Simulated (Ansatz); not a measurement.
System: PbBr₂ (charge 0, singlet). 
Structure (B3LYP-D3(BJ)/def2-TZVP (Ansatz, a quantum-chemistry and plane-wave program) minimum search):
```xyz
3

Pb    -0.0040    -0.0060     0.7755
Br     1.1391    -1.6707    -0.9155
Br    -1.1297     1.6847    -0.9014
```

Computed values are from Ansatz. Correlated levels leave the core frozen unless marked. UHF or UKS for open shells. No spin-orbit coupling. The frozen core is the preceding noble-gas configuration, with the filled d and f shells of earlier blocks. In def2 rows, elements after Kr have scalar-relativistic effective core potentials. CBS(X,Y): correlation extrapolated as X^-3; Hartree-Fock from the larger set. The bracket is a focal-point correction in the basis named.

Problem. What is the dipole moment at CCSD(T)/def2-SVPD?

Solution. 4.41 D.

Problem. What is the total energy at RI-MP2/CBS(def2-TZVPPD,def2-QZVPPD)+[CCSD(T)-MP2]/def2-TZVPPD?

Solution. -5337.4104 Eh.

Problem. What is the vertical triplet-singlet gap at RI-MP2/CBS(def2-TZVPPD,def2-QZVPPD)+[CCSD(T)-MP2]/def2-TZVPPD?

Solution. 3.11 eV.

Problem. What is the T1 diagnostic at CCSD/def2-TZVPPD?

Solution. 0.014.

Problem. What is the atomisation energy De at RI-MP2/CBS(def2-TZVPPD,def2-QZVPPD)+[CCSD(T)-MP2]/def2-TZVPPD?

Solution. 159.5 kcal/mol.
